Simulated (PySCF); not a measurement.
# A fit for the 15N shielding

GIAO PBE0/pcSseg-1 on PBE0-D3(BJ)/def2-SVP geometries (PySCF 2.14.0 with density-fitted response routines, gas phase, non-relativistic):

```csv
SMILES,Hirshfeld charge (e) of N,σ(N) (ppm)
N[SiH2]C=O,-0.317,262.4
N[SiH2]C(F)F,-0.315,264.6
N[SiH2]C(F)(F)F,-0.308,258.6
N[SiH2]P,-0.319,258.8
N[SiH2]S[SiH3],-0.299,243.3
```

Question: Fit σ(N) as a line in the Hirshfeld charge of N. How well does it hold?

Answer: σ = -16.7 − 880.2 x, with x in e; correlation -0.86, rms deviation 3.8 ppm, largest 5.3 ppm at `N[SiH2]P`. A charge says how many electrons sit at the atom, not how easily they circulate, so such a line holds only within like compounds.

Question: A further member, `N[SiH2]B(Cl)Cl`, has x = -0.318. What does the line predict, and what does the calculation give?

Answer: The line gives 263.2 ppm; the calculation 268.0 ppm, a difference of 4.8 ppm, within the usual scatter of the fit.
